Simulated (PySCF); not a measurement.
**Structure elucidation problem**

The spectra below were simulated for a compound C4H7Cl2PSi.

1H NMR (400 MHz, computed): δ 5.63 (m, 1H), 2.97 (m, 1H), 2.95 (m, 1H), 2.66 (m, 1H), 2.45 (m, 1H), 1.66 (m, 2H).

13C{1H} NMR (computed): δ 160.2 (C), 150.4 (C), 42.3 (CH2), 28.8 (CH2).

[PySCF 2.14.0 with density-fitted response routines: geometry: GFN2-xTB; shielding tensors at PBE0/pcSseg-1 (GIAO); non-relativistic; a single conformation; no solvent model; averaged over atoms made equivalent by symmetry, fast rotation or ring inversion]

Scale: TMS for 1H and 13C (reference shieldings calculated alike).

Problem. Deduce the structure.

Solution. 
4 carbon signals for 4 carbons: no two carbons are equivalent. Carbon types of the structure: 2 × C, 2 × CH2, leaving 3 H on heteroatoms. δC 160.2, 150.4: fully substituted alkene carbon; an sp2 carbon of a C=C bond. δC 42.3, 28.8: allylic sp3 CH2; saturated and bonded to C and H only. δH 5.63: hydrogen on a silicon bonded to C, Cl, P. δH 2.97, 2.95, 2.66, 2.45: hydrogen on an allylic sp3 CH2; allylic position. δH 1.66: hydrogen on a phosphorus bonded to Si.

Structure: `P[Si@H](Cl)C1=C(Cl)CC1`.

This is the structure that produced the data.

Carbons that carry Cl, above all several Cl atoms, come out too deshielded, partly because spin–orbit coupling is missing. Splittings by 31P in the carbon and heteronuclear signals aren't shown, as no couplings were computed. Shifts are as computed. Against solution values, carbons near 30 ppm lie about +3 ppm off and those near 130 ppm about +5 ppm; carbons on Cl a further +6 ppm. Of 1211 compounds with measured shifts, 218 miss one by over three times the rms of a fit or turn the order of signals round; such compounds aren't used in these exercises. No couplings were computed; multiplicities are counted from neighbouring protons, with m where these are inequivalent, close in shift, in a saturated or five-membered ring or joined by F or P, and br s for small geminal =CH2 splittings.
